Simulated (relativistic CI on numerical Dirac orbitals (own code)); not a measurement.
## Ga²⁺: q coefficients and field-shift factors

Method of calculation: Dirac-Coulomb-Breit CI, KLI orbitals optimised for each configuration, valence Slater integrals scaled by 0.85, P86 correlation energy added to each configuration, derivatives by finite differences, QED left out (own radial code, finite nucleus).

CI space (outside the closed core [Ar]): 3d¹⁰4s, 3d¹⁰4p, 3d¹⁰4d, 3d¹⁰4f, 3d⁹4s², 3d¹⁰5s, 3d¹⁰5p, 3d¹⁰5d. Levels of other configurations are missing.

With x = (α/α₀)² − 1 an excitation energy changes as ω = ω₀ + qx; K = 2q/ω₀ is the relative enhancement. Terms are leading LS components, so labels can repeat. The field-shift factor is F = δν/δ⟨r²⟩ for the transition from the lowest level.

Lowest level 3d¹⁰4s ²S1/2.

| Level | ω₀ (cm⁻¹) | q (cm⁻¹) | K | F (GHz/fm²) |
| --- | --- | --- | --- | --- |
| 3d¹⁰4p ²P°1/2 | 63374.7 | 1879 | 0.0593 | -2.26 |
| 3d¹⁰4p ²P°3/2 | 64908.8 | 3467 | 0.107 | -2.27 |
| 3d⁹4s² ²D5/2 | 128961.1 | -9485 | -0.147 | 3.8 |
| 3d⁹4s² ²D3/2 | 132290.0 | -5864 | -0.0887 | 3.63 |
| 3d¹⁰5s ²S1/2 | 135331.7 | 2775 | 0.041 | -1.52 |
| 3d¹⁰4d ²D3/2 | 138238.0 | 3266 | 0.0473 | -1.87 |
| 3d¹⁰4d ²D5/2 | 138248.1 | 3625 | 0.0524 | -2.05 |
| 3d¹⁰5p ²P°1/2 | 155319.7 | 3191 | 0.0411 | -2.12 |
| 3d¹⁰5p ²P°3/2 | 155795.9 | 3684 | 0.0473 | -2.13 |
| 3d¹⁰4f ²F°7/2 | 181257.8 | 3780 | 0.0417 | -2.09 |
| 3d¹⁰4f ²F°5/2 | 181260.0 | 3782 | 0.0417 | -2.09 |
| 3d¹⁰5d ²D3/2 | 183342.0 | 3776 | 0.0412 | -2.09 |
| 3d¹⁰5d ²D5/2 | 183395.6 | 3830 | 0.0418 | -2.09 |

For a near-neutral ion this model can misplace configurations by up to about 10,000 cm⁻¹ (more where the count of f electrons changes) and terms by 10 to 25 % of their spread. Rates follow the energies as ν³ (E1, M1) or ν⁵ (E2), so they and the lifetimes can be off by large factors. The fine structure of a lone outer electron comes out too small, for d and f at times inverted, and misplaced configurations move strength between like terms.
